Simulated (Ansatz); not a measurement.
Reactions of CH₃NO₂Si (`O=C=N[SiH2]O`).

Calculated with Ansatz (gas phase, PBE0-D4/def2-TZVP geometries, no zero-point term in ΔE). CBS: MP2 limit from def2 TZ/QZ plus the TZ coupled-cluster correction, frozen cores. This one scheme is used for every species, atoms too. Functionals use def2-TZVPP. No spin–orbit coupling; open shells (•) take unrestricted orbitals. Spin–orbit coupling would lower the free atoms: a little for C, O, Si. Bonds to As are less sure, by a few kJ/mol each and by 10 to 20 or more in all where they break to atoms, as the def2 sets lack core-valence functions. Scalar relativity is left out up to krypton. One conformer a species, not always the lowest.

| reaction | ωB97M-V (kJ/mol) | HF/CBS(def2) (kJ/mol) | CCSD(T)/CBS(def2) (kJ/mol) |
| --- | --- | --- | --- |
| `O=C=N[SiH2]O` + `O[SiH](Cl)Cl` → `O[SiH2]O[SiH](Cl)Cl` + `N=C=O` | -25 | -21 | -25 |
| `O=C=N[SiH2]O` + H–F → `O=C=N[SiH2]F` + H₂O | -41 | -48 | -40 |
| `O=C=N[SiH2]O` + `[AsH3]` → `O[SiH2][AsH2]` + `N=C=O` | 80 | 105 | 78 |
| `O=C=N[SiH2]O` → C• + 3 H• + N• + 2 O• + Si• | 3397 | 2295 | 3380 |
| `O=C=N[SiH2]O` + `O[Si](F)(Cl)Cl` → `O[SiH2]O[Si](F)(Cl)Cl` + `N=C=O` | -26 | -26 | -27 |
| `O=C=N[SiH2]O` + `N=C=O` → `O=C=N[SiH2]N=C=O` + H₂O | 10 | 5 | 5 |
| `O=C=N[SiH2]O` → `N=C1O[SiH]1O` | 170 | 226 | 169 |

Largest T1 diagnostic: 0.018, for `N=C=O`.
